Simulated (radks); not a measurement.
Question: Ni I, 28 electrons, occupied as [Ar] 3d8 4s2 (the NIST ground configuration). Method: Dirac Kohn-Sham, PBE, spin-unpolarised, spherical densities, finite nucleus; open shells are shared between the two j in proportion to 2j + 1; Fermi nuclear charge, rms radius 3.7757 fm; computed with a radial shooting solver on a logarithmic mesh with Libxc functionals. Some entries of the table are withheld. Estimate them.

| orbital | occ. | eigenvalue (eV) | <r^2> (bohr^2) | r(max) (bohr) |
|---|---|---|---|---|
| 1s1/2 | 2 | -8210.146 | 0.003935 | 0.03540 |
| 2s1/2 | 2 | (1) | 0.07074 | 0.2046 |
| 2p1/2 | 2 | (2) | 0.05584 | 0.1630 |
| 2p3/2 | 4 | (3) | 0.05741 | 0.1657 |
| 3s1/2 | 2 | -111.0295 | 0.6327 | 0.6394 |
| 3p1/2 | 2 | -72.8529 | 0.7036 | 0.6418 |
| 3p3/2 | 4 | -70.6448 | 0.7222 | 0.6495 |
| 3d3/2 | 3.2 | -9.0179 | (4) | 0.6284 |
| 3d5/2 | 4.8 | -8.7786 | (5) | 0.6312 |
| 4s1/2 | 2 | -5.6425 | 9.235 | 2.237 |

Answer: 
(1) 2s1/2 eigenvalue (eV): -981.5053
(2) 2p1/2 eigenvalue (eV): -856.1056
(3) 2p3/2 eigenvalue (eV): -838.6226
(4) 3d3/2 <r^2> (bohr^2): 1.375
(5) 3d5/2 <r^2> (bohr^2): 1.398
